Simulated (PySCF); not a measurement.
Some computed properties have been withheld. Give your best values.

Compound: C₃H₁₁ClSi₂.
Z-matrix (Å and degrees, GFN2-xTB geometry), rows numbered from 1:
```
C 
Si  1  1.9013
Si  2  2.3240  1  110.36
C   3  1.9016  2  112.46  1  -173.40
C   3  1.9258  2  109.71  1   -55.41
Cl  5  1.7876  3  109.27  2   -50.64
H   1  1.0861  2  111.49  3  -177.13
H   1  1.0868  2  111.22  3   -57.03
H   1  1.0866  2  111.20  3    62.93
H   2  1.4693  1  108.10  3  -124.70
H   2  1.4724  1  107.92  3   120.78
H   3  1.4795  2  117.04  1    61.14
H   4  1.0867  3  112.08  2  -179.60
H   4  1.0856  3  110.98  2   -59.26
H   4  1.0864  3  110.84  2    60.12
H   5  1.0875  3  113.41  2  -169.13
H   5  1.0873  3  112.65  2    67.41
```

```json
{"property": "point group of the GFN2-xTB geometry", "level": "GFN2-xTB", "value": "C1"}
{"property": "rotational constants A, B, C of the GFN2-xTB geometry", "level": "GFN2-xTB", "value": "1.874, 1.263, 0.921 GHz"}
{"property": "dipole moment", "level": "CAM-B3LYP/def2-SVPD", "value": "?"}
{"property": "HOMO energy", "level": "CAM-B3LYP/def2-SVPD", "value": "-9.25 eV"}
{"property": "LUMO energy", "level": "CAM-B3LYP/def2-SVPD", "value": "?"}
{"property": "lowest singlet excitation", "level": "TDDFT CAM-B3LYP/def2-SVPD", "value": "6.77 eV (183 nm, f = 0.015)"}
{"property": "strongest line among the 8 lowest singlet transitions", "level": "TDDFT CAM-B3LYP/def2-SVPD", "value": "S2 at 7.05 eV (176 nm, f = 0.050)"}
{"property": "lowest triplet excitation (Tamm–Dancoff)", "level": "TDA CAM-B3LYP/def2-SVPD", "value": "6.12 eV"}
{"property": "static isotropic polarisability", "level": "CAM-B3LYP/def2-SVPD", "value": "?"}
{"property": "electronic spatial extent ⟨r²⟩ about the centre of nuclear charge", "level": "CAM-B3LYP/def2-SVPD", "value": "1391 bohr²"}
{"property": "13C chemical shifts (computed TMS as zero) by class", "level": "GIAO PBE0/pcSseg-1", "value": "33.8 (C5), -6.8 (C4), -10.6 (C1) ppm"}
{"property": "1H chemical shifts (computed TMS as zero) by class", "level": "GIAO PBE0/pcSseg-1", "value": "?"}
{"property": "isotropic shieldings of nuclei other than C and H, by class", "level": "GIAO PBE0/pcSseg-1", "value": "?"}
```

Electronic properties: PySCF, gas phase, density fitting. NMR classes are plain means over equivalent atoms (diastereotopic ones count apart unless rotation or inversion swaps them), as if these changed places fast; in this geometry the members of some classes differ.

Give the isotropic shieldings of nuclei other than C and H, by class.

385 (Si3), 430 (Si2), 928 (Cl6) ppm.

The LUMO energy?

0.81 eV.

Give the 1H chemical shifts (computed TMS as zero) by class.

4.46 (H12), 4.16 (H10), 3.80 (H11), 3.10 (H16), 3.09 (H17), 0.30 (H13/H14/H15), 0.20 (H7/H8/H9) ppm.

The static isotropic polarisability?

106.0 au.

What is the dipole moment?

1.64 D.

A dipole of 1.64 D is allowed in C1, and pure rotational transitions are dipole-allowed. The polarisability is 15.71 Å³ as a volume (1 au = 0.148185 Å³), or 1.43 au for each of the 74 electrons. No computed singlet falls in the visible range (750 to 380 nm, 1.65 to 3.26 eV); S1 lies 3.51 eV above its blue end.

One conformer stands for the species.
